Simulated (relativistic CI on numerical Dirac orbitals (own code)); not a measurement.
# Hyperfine structure of Ba XXVII, mass number 137

Computed by Dirac-Coulomb-Breit CI, orbitals from a KLI potential per configuration, model QED (radiative potential, 1s self-energy scaled to tabulated hydrogen-like ionisation energies), unscaled Slater integrals (own radial code, finite nucleus).

Configurations in the expansion (outside the closed core [Ar] 3d10): 4s2, 4s 4p, 4p2, 4s 4d, 4d2, 4s 4f, 4p 4d, 4f2, 4p 4f, 4d 4f, 4s 5s, 4s 5p, 4s 5d, 4s 5f, 4s 5g, 4s 6s. Levels of other configurations are missing.

Nuclear spin I = 3/2, μ = 0.9375 μN, Q = 0.236 b (tables of Stone and Pyykkö). The electronic factors are computed for point nuclear moments, without core polarisation or the Bohr-Weisskopf and QED corrections.

```tsv
Level	E (cm⁻¹)	A (GHz)	B (GHz)
4s 4p 3P°_1	426565	153.3	-3.06
4s 4p 3P°_2	575347	73.8	8.54
4s 4p 1P°_1	679798	-35.04	7.18
4p2 3P_1	1074295	-5.063	4.27
4p2 1D_2	1079459	27.28	7.62
4p2 3P_2	1245431	11.92	-0.947
4s 4d 3D_1	1360589	-58.21	0.675
4s 4d 3D_2	1372192	38.54	1.09
```

Levels with J = 0, under 50 % of one LS term, or S terms without an open s electron are left out. Small factors come from cancelling terms and can be off by tens of per cent or more.

At this charge energies of transitions that change n are usually good to better than 1 %, and those within a shell (Δn = 0) to a few per cent.

Give the hyperfine levels of 4s 4p 3P°_1 relative to its centre of gravity.

With K = F(F + 1) − I(I + 1) − J(J + 1), E = AK/2 + B[¾K(K + 1) − I(I + 1)J(J + 1)]/[2I(2I − 1)J(2J − 1)]: F = 1/2: -387, F = 3/2: -150.2, F = 5/2: 229.1 GHz.

LS names give the leading component of a level, which can be under half, so a name can repeat, a term be missing and a line seem to break the LS rules.
